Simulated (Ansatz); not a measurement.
`C=NP[SiH3]` + H₂O → `OP[SiH3]` + `C=N` at 500 K and 1 bar (formal hydrolysis of a P–N bond).

Isolated molecules relaxed with PBE0-D4/def2-TZVP in Ansatz; ΔE leaves out vibrations. CCSD(T)/CBS is the MP2 limit (def2-TZVPP, def2-QZVPP) plus CCSD(T) − MP2 in def2-TZVPP, frozen cores. This one scheme is used for every species. Each species was taken in one conformer, which may not be the lowest.

```tsv
species	CCSD(T)/CBS energy (Eh)	H − E (kJ/mol)	S (J/(mol·K))
`C=NP[SiH3]`	-726.33886	215.4	398.8
H₂O	-76.37941	73.2	206.3
`OP[SiH3]`	-708.19371	165.3	362.4
`C=N`	-94.52360	124.2	249.5
```

H − E and S are ideal-gas, rigid-rotor, harmonic terms from PBE0-D4/def2-TZVP, for one conformer and one mirror image of each species. 1 Eh = 2625.50 kJ/mol, R = 8.31446 J/(mol·K).

Question: By hand: ΔE, ΔH, ΔS and ΔG.

Answer: ΔE = (-708.19371) + (-94.52360) − (-726.33886) − (-76.37941) = 0.00096 Eh = 2.5 kJ/mol. Δ(H − E) = 165.3 + 124.2 − 215.4 − 73.2 = 0.9, so ΔH = 3.4 kJ/mol. ΔS = 362.4 + 249.5 − 398.8 − 206.3 = 6.8 J/(mol·K). ΔG = 3.4 − 500 × (6.8)/1000 = 0.0 kJ/mol.

Question: By hand: the equilibrium constant, and the temperature at which ΔG would vanish if ΔH and ΔS stayed fixed.

Answer: log₁₀ K = −ΔG/(RT ln 10) = 0.0. ΔG = 0 at ΔH/ΔS = 500 K, though so small a ΔH makes that figure unsure.

TΔS isn't small against ΔH here. The sign of ΔG lies within the doubt. A doubt of 5 kJ/mol in ΔE shifts log₁₀ K by 0.5 here. Other conformers and mirror images would add mixing entropy, several J/(mol·K) or more a flexible species. These are equilibria of isolated gas molecules and say nothing of rates. Largest T1 diagnostic: 0.015 (customary marks: 0.02 for closed shells, 0.045 for open ones).
